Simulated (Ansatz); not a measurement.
`C[O][Cd][F]` + H₂O → `C[O][Cd][OH]` + H–F at 400 K and 1 bar (formal hydrolysis of a Cd–F bond).

Gas-phase electronic energies from Ansatz, PBE0-D4/def2-TZVP geometries. CBS: MP2 limit from def2 TZ/QZ plus the TZ coupled-cluster correction, frozen cores. This one scheme is used for every species. def2 core potentials past Kr. For Cd outer-core shells are correlated without core-valence functions, which leaves a few kJ/mol of doubt a bond. One conformer a species, not always the lowest.

```json
{"species": "`C[O][Cd][F]`", "CCSD(T)/CBS energy (Eh)": "-382.53226", "H − E (kJ/mol)": "138.3", "S (J/(mol·K))": "353.9"}
{"species": "H₂O", "CCSD(T)/CBS energy (Eh)": "-76.37941", "H − E (kJ/mol)": "69.8", "S (J/(mol·K))": "198.6"}
{"species": "`C[O][Cd][OH]`", "CCSD(T)/CBS energy (Eh)": "-358.50510", "H − E (kJ/mol)": "170.2", "S (J/(mol·K))": "373.2"}
{"species": "H–F", "CCSD(T)/CBS energy (Eh)": "-100.39570", "H − E (kJ/mol)": "36.5", "S (J/(mol·K))": "182.2"}
```

H − E and S are ideal-gas, rigid-rotor, harmonic terms from PBE0-D4/def2-TZVP, for one conformer and one mirror image of each species. 1 Eh = 2625.50 kJ/mol, R = 8.31446 J/(mol·K).

By hand: ΔE, ΔH, ΔS and ΔG.

ΔE = (-358.50510) + (-100.39570) − (-382.53226) − (-76.37941) = 0.01087 Eh = 28.5 kJ/mol. Δ(H − E) = 170.2 + 36.5 − 138.3 − 69.8 = -1.4, so ΔH = 27.1 kJ/mol. ΔS = 373.2 + 182.2 − 353.9 − 198.6 = 2.9 J/(mol·K). ΔG = 27.1 − 400 × (2.9)/1000 = 25.9 kJ/mol.

By hand: the equilibrium constant, and the temperature at which ΔG would vanish if ΔH and ΔS stayed fixed.

log₁₀ K = −ΔG/(RT ln 10) = -3.4. ΔG = 0 at ΔH/ΔS = 9345 K, far beyond where these terms or the molecules hold.

The number of gas molecules stays the same, so ΔS is small and ΔH decides. A doubt of 5 kJ/mol in ΔE shifts log₁₀ K by 0.7 here. Other conformers and mirror images would add mixing entropy, several J/(mol·K) or more a flexible species. These are equilibria of isolated gas molecules and say nothing of rates. Largest T1 diagnostic: 0.018 (customary marks: 0.02 for closed shells, 0.045 for open ones).
